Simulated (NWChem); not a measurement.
Species: BH2O2I; SMILES OB(O)I

```xyz
6

B     -0.0084     1.3475     0.0000
I     -0.0074    -0.8151     0.0000
O     -1.2010     1.9653     0.0000
H     -1.1055     2.9263     0.0000
O      1.1512     2.0408     0.0000
H      1.9387     1.4880     0.0000
```
Atoms are numbered in this order, from 1.

All runs: NWChem. Geometry: optimised at PBE0/def2-SVP. def2 effective core potentials on I; no spin-orbit coupling. Level SCAN/def2-SVP: energy and gradient on several grids; changes count from the extra-fine grid, which is no exact limit either.

```
grid     size of the energy change (μHa)  largest change of a gradient component (μHa/bohr)  time, medium = 1 (rough)
-------  -------------------------------  -------------------------------------------------  ------------------------
xcoarse                             6000                                               4000                   about 1
coarse                              7000                                               3000                   about 1
medium                              4000                                               1000                   about 1
fine                                2000                                                700                   about 1
xfine                               < 10                                               < 30                         2
```
